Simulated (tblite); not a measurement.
Compound: C₈H₉B.
Numbering: `[CH:1]#[C:2]/[CH:3]=[CH:4]\[C:5]#[C:6][B:7]([CH3:8])[CH3:9]` (hydrogens: H10 on C1; H11 on C3; H12 on C4; H13, H14, H15 on C8; H16, H17, H18 on C9)

Computed with GFN2-xTB (tblite), gas phase: L-BFGS steps from a force-field or distance-geometry start until the largest atomic force falls under 0.01 eV/Å.

Step 6: E = -619.9394 eV
```
atom  x, y, z in Å  |  force x, y, z in eV/Å
C1      2.9563    1.8829   -0.9375   -0.005  -0.034   0.016
C2      3.1340    0.7802   -0.4913   -0.033   0.069  -0.019
C3      3.3188   -0.5074    0.0350    0.003  -0.063   0.030
C4      2.3012   -1.2999    0.4200   -0.034   0.015  -0.013
C5      0.9510   -0.9210    0.3328    0.001   0.019  -0.016
C6     -0.2119   -0.5774    0.2473   -0.028  -0.029   0.022
B7     -1.6496   -0.1377    0.1419    0.013   0.026  -0.007
C8     -2.8158   -1.0954    0.6018   -0.009  -0.039   0.022
C9     -2.0045    1.2894   -0.4311    0.069   0.056  -0.030
H10     2.7934    2.8444   -1.3248    0.034  -0.015   0.000
H11     4.3390   -0.8609    0.1300   -0.004   0.082  -0.039
H12     2.5240   -2.2836    0.8167   -0.104  -0.008   0.014
H13    -3.8053   -0.6654    0.4760   -0.030   0.029  -0.023
H14    -2.7890   -2.0299    0.0459    0.010  -0.079   0.004
H15    -2.7076   -1.3615    1.6508    0.030  -0.063   0.057
H16    -2.6525    1.2111   -1.3037    0.011  -0.043   0.001
H17    -2.5622    1.8783    0.2966    0.013  -0.037   0.031
H18    -1.1283    1.8600   -0.7182    0.063   0.115  -0.051
```

Step 7: E = -619.9414 eV
```
atom  x, y, z in Å  |  force x, y, z in eV/Å
C1      2.9561    1.8821   -0.9371   -0.011   0.017  -0.004
C2      3.1338    0.7800   -0.4909   -0.037   0.015   0.001
C3      3.3171   -0.5084    0.0355    0.099   0.031  -0.013
C4      2.3007   -1.2988    0.4195   -0.111  -0.075   0.028
C5      0.9504   -0.9203    0.3321    0.054   0.010  -0.012
C6     -0.2125   -0.5785    0.2481   -0.064  -0.010   0.015
B7     -1.6486   -0.1370    0.1419   -0.009   0.006   0.000
C8     -2.8154   -1.0954    0.6021   -0.033  -0.072   0.033
C9     -2.0016    1.2900   -0.4316    0.036   0.076  -0.035
H10     2.7945    2.8436   -1.3247    0.034  -0.011  -0.001
H11     4.3389   -0.8577    0.1285   -0.008   0.059  -0.028
H12     2.5202   -2.2832    0.8169   -0.092  -0.003   0.011
H13    -3.8062   -0.6650    0.4753    0.014   0.006  -0.010
H14    -2.7890   -2.0325    0.0467    0.011  -0.023   0.023
H15    -2.7068   -1.3640    1.6523    0.020  -0.035   0.003
H16    -2.6520    1.2102   -1.3032    0.030  -0.037   0.011
H17    -2.5616    1.8771    0.2969    0.031  -0.039   0.016
H18    -1.1268    1.8641   -0.7200    0.036   0.086  -0.038
```

Step 8: E = -619.9437 eV
```
atom  x, y, z in Å  |  force x, y, z in eV/Å
C1      2.9555    1.8809   -0.9364   -0.014   0.055  -0.020
C2      3.1329    0.7794   -0.4899   -0.050  -0.004   0.006
C3      3.3150   -0.5088    0.0358    0.137   0.060  -0.026
C4      2.2985   -1.2981    0.4190   -0.103  -0.106   0.041
C5      0.9497   -0.9188    0.3308    0.049   0.015  -0.008
C6     -0.2140   -0.5805    0.2496   -0.058   0.002   0.007
B7     -1.6473   -0.1360    0.1418   -0.053  -0.015   0.006
C8     -2.8153   -1.0968    0.6030   -0.027  -0.069   0.029
C9     -1.9963    1.2924   -0.4330    0.000   0.053  -0.024
H10     2.7970    2.8423   -1.3246    0.030   0.003  -0.006
H11     4.3389   -0.8517    0.1257   -0.008   0.020  -0.010
H12     2.5123   -2.2827    0.8175   -0.063  -0.019   0.013
H13    -3.8068   -0.6647    0.4742    0.055  -0.026   0.011
H14    -2.7889   -2.0363    0.0487    0.010   0.032   0.030
H15    -2.7054   -1.3686    1.6541    0.004   0.004  -0.049
H16    -2.6505    1.2082   -1.3019    0.049  -0.021   0.008
H17    -2.5600    1.8742    0.2974    0.046  -0.022   0.008
H18    -1.1242    1.8720   -0.7234   -0.002   0.038  -0.017
```

Step 9: E = -619.9448 eV
```
atom  x, y, z in Å  |  force x, y, z in eV/Å
C1      2.9550    1.8807   -0.9362   -0.009   0.045  -0.017
C2      3.1314    0.7793   -0.4894   -0.052  -0.009   0.006
C3      3.3147   -0.5089    0.0360    0.068   0.039  -0.015
C4      2.2967   -1.2985    0.4189   -0.037  -0.062   0.021
C5      0.9493   -0.9175    0.3298    0.018   0.021  -0.006
C6     -0.2154   -0.5819    0.2507   -0.037   0.005   0.003
B7     -1.6474   -0.1355    0.1419   -0.053  -0.019   0.006
C8     -2.8157   -1.0986    0.6039   -0.003  -0.031   0.009
C9     -1.9930    1.2946   -0.4343   -0.010   0.011  -0.004
H10     2.7989    2.8418   -1.3248    0.024   0.023  -0.013
H11     4.3391   -0.8479    0.1239    0.007  -0.007   0.002
H12     2.5064   -2.2831    0.8181   -0.042  -0.032   0.016
H13    -3.8063   -0.6649    0.4737    0.052  -0.039   0.023
H14    -2.7887   -2.0384    0.0503    0.009   0.037   0.020
H15    -2.7044   -1.3713    1.6546   -0.003   0.017  -0.048
H16    -2.6487    1.2066   -1.3012    0.047  -0.006  -0.007
H17    -2.5582    1.8722    0.2979    0.045  -0.001   0.007
H18    -1.1226    1.8775   -0.7257   -0.022   0.007  -0.003
```

Q: Estimate the geometry and energy of step 10. (The exact step hangs on the optimiser's Hessian estimate; all steps are aligned on step 9, rigid shifts and turns removed.)

A: E = -619.9455 eV, largest force 0.049 eV/Å
```
atom  x, y, z in Å  |  force x, y, z in eV/Å
C1      2.9546    1.8811   -0.9362   -0.004   0.021  -0.007
C2      3.1296    0.7794   -0.4891   -0.047   0.000   0.001
C3      3.3149   -0.5087    0.0361   -0.005   0.004   0.002
C4      2.2957   -1.2992    0.4190    0.012  -0.009  -0.001
C5      0.9490   -0.9162    0.3291   -0.010   0.023  -0.005
C6     -0.2166   -0.5826    0.2514   -0.009   0.001   0.002
B7     -1.6484   -0.1356    0.1420   -0.025  -0.012   0.001
C8     -2.8158   -1.0999    0.6045    0.018   0.006  -0.008
C9     -1.9912    1.2959   -0.4350   -0.008  -0.022   0.010
H10     2.8004    2.8420   -1.3251    0.019   0.031  -0.016
H11     4.3396   -0.8459    0.1229    0.012  -0.017   0.006
H12     2.5024   -2.2840    0.8189   -0.028  -0.032   0.013
H13    -3.8052   -0.6657    0.4739    0.023  -0.036   0.024
H14    -2.7884   -2.0391    0.0515    0.009   0.017   0.002
H15    -2.7039   -1.3726    1.6543   -0.003   0.016  -0.022
H16    -2.6470    1.2055   -1.3010    0.035   0.004  -0.020
H17    -2.5564    1.8711    0.2984    0.034   0.016   0.009
H18    -1.1220    1.8807   -0.7271   -0.026  -0.012   0.005
```

The energy changes by -0.0006 eV. The first-order estimate −F·Δx gives -0.0009 eV and the mean of the old and new forces, exact on a quadratic surface, -0.0006 eV. The step makes an angle of 59° with the force vector and moves no atom by more than 0.004 Å.

Run on Arm Neoverse V1, one thread, no GPU (shared host).
